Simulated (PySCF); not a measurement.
C7H6N2Se.
Cartesian coordinates in Å at the PBE0-D3(BJ)/def2-SVP level; atoms count from 1:
```xyz
16
C7H6N2Se angstrom
C     -2.6404   -0.3233    0.6087
C     -2.6440    0.7031   -0.3858
C     -1.3395    0.9718   -0.7073
N     -0.5361    0.1456    0.0557
C      0.8465    0.1407   -0.0042
N      1.5176    0.9016   -0.8013
C      2.8686    0.7319   -0.6891
C      3.3270   -0.1802    0.2124
Se     1.8969   -0.9851    1.0879
C     -1.3324   -0.6458    0.8592
H     -3.5071   -0.7754    1.0865
H     -3.5164    1.1907   -0.8164
H     -0.8812    1.6684   -1.4032
H      3.5245    1.3315   -1.3245
H      4.3602   -0.4444    0.4310
H     -0.8981   -1.3744    1.5405
```

Linear response at wB97X-D/def2-SVPD (PySCF, frozen core in the response, non-relativistic). Relativistic effects, spin–orbit coupling among them, are left out although an element past zinc is present.

Static isotropic polarisability: 121.01 au (17.93 Å³), principal values 70.6, 122.3, 170.1 au.

Q: What is the polarisability at 1064 nm and at the sodium D line?

A: 122.91 au at 1064 nm (+1.6 %), 127.83 au at 589.3 nm (+5.6 %). The rise at 589.3 nm is 3.59 times that at 1064 nm; a pure ω² law gives 3.26. The lowest singlet lies at 270 nm, shorter than both wavelengths.

Q: What is the isotropic C6 coefficient between two such molecules, C6 = (3/π)∫α(iω)² dω?

A: 5124 au (Eh·bohr⁶) by a ten-point quadrature over imaginary frequencies, which is 3060 eV·Å⁶ or 295 J·nm⁶/mol.

Q: Which effective excitation energy ω̄ makes London's formula C6 = (3/4)α²ω̄ exact here?

A: ω̄ = 4·C6/(3α²) = 0.467 Eh = 12.7 eV. A one-pole form α(ω) = α/(1 − ω²/ω̄²) fitted to the 1064 nm value gives 9.4 eV.

Q: The lowest 6 singlets have (eV, f): 4.59, 0.287; 4.89, 0.039; 4.91, 0.000; 5.44, 0.000; 5.81, 0.091; 5.90, 0.002. What share of the static polarisability do they carry in the sum over states α = Σ f/ω²?

A: 13.32 au, 11.0 % of α; the largest term, 10.08 au, is that of the state at 4.59 eV. Their oscillator strengths add up to 0.42. Higher states carry the rest.

Q: What three-body coefficient follows from the one-pole estimate C9 = (3/4)·α·C6?

A: 465000 au. This is an estimate from the two numbers above, not a computed integral.

Q: What molar refraction at the D line follows from R = (4π/3)·N_A·α′, with α′ the polarisability volume?

A: α′ = 18.94 Å³ gives R = 47.78 cm³/mol, for isolated, non-vibrating species.

Q: How many electrons N does the Slater–Kirkwood formula C6 = (3/4)·√N·α^(3/2) need to give this C6?

A: N = (4·C6/3)²/α³ = 26.3; the species has 96 electrons in all.

Q: What n − 1 at the D line would an ideal gas of it have at 273.15 K and 1 atm (2.6868 × 10¹⁹ cm⁻³), by n − 1 = 2π·N·α′?

A: 31.98 × 10⁻⁴, a formal value whether or not that pressure can be reached.

Q: How anisotropic is the static polarisability, by Δα² = ½[(α1 − α2)² + (α2 − α3)² + (α3 − α1)²]?

A: Δα = 86.2 au, or 0.71 of the isotropic value.

The run took about 3 min of CPU time (one thread, shared machine). This is the whole response run at wB97X-D/def2-SVPD, SCF included.

One conformer stands for the species.

wB97X-D is run here without its empirical dispersion term; that term would change no orbital, density or response property at a fixed geometry.
